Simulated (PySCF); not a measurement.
Computed IR spectrum (relative IR intensity) of a molecule C₃H₅ClOSi. Coordinates come from a r2SCAN-D4/def2-SVP optimisation. The values are those of a single conformer. These are r2SCAN-D4/def2-SVP (PySCF 2.14.0) values and carry that method's errors. Frequencies are harmonic and unscaled.

Lines under 2 % of the strongest are left out, and lines within 2 cm⁻¹ are merged.

| ν (cm⁻¹) | relative intensity |
|---|---|
| 473 | 24 |
| 554 | 42 |
| 632 | 3.7 |
| 674 | 15 |
| 733 | 13 |
| 747 | 14 |
| 762 | 4.8 |
| 860 | 92 |
| 867 | 7.1 |
| 921 | 21 |
| 1035 | 28 |
| 1190 | 37 |
| 1210 | 3.1 |
| 1289 | 17 |
| 1338 | 9.6 |
| 1431 | 5.8 |
| 1606 | 100 |
| 2247 | 60 |
| 3056 | 4.8 |
| 3180 | 5.3 |

Task: Identify the compound among the candidates.
A. CC#C[Si@H](O)Cl
B. Cl[Si@@H]1C=COC1
C. O=C1C[SiH](Cl)C1
D. C=C=CO[SiH2]Cl

Result: B, Cl[Si@@H]1C=COC1
